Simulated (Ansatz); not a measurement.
Born–Oppenheimer molecular dynamics of H2Te + N2 (5 atoms, charge 0, multiplicity 1). It starts from a relaxed structure.

All numbers below come from RKS PBE0-D4/def2-SVP in Ansatz 0.2.0.

```
ensemble        : NVT, Nosé–Hoover chain
time step       : 1 fs
steps asked     : 250
set temperature : 100 K
thermostat      : time constant 1 fs, chain length 1
seed            : 769228
```

First frame:

```xyz
5
Properties=species:S:1:pos:R:3
N -0.496 -0.096 -2.587
N 0.364 -0.226 -1.916
Te -0.608 -0.026 1.914
H 0.606 -0.980 1.296
H 0.134 1.328 1.293
```

How far do the bonds stretch over the last three quarters of this one trajectory? (Pairs bonded in most of those frames.)


```tsv
bond	mean (Å)	spread (Å)	shortest	longest
N1–N2	1.098	0.003	1.09	1.10
Te3–H4	1.665	0.038	1.59	1.75
Te3–H5	1.666	0.037	1.59	1.74
```

Mean temperature of the second half: 100 K. The conserved energy stayed within 0.51 meV per atom of its start (net change 0.17 meV per atom), so the integration is sound. A run of 0.25 ps of so small a system gives no equilibrium averages.

The run took 4 min on 1 thread of Intel(R) Xeon(R) 6975P-C (Granite Rapids) (shared host), peak memory 0.13 GiB.
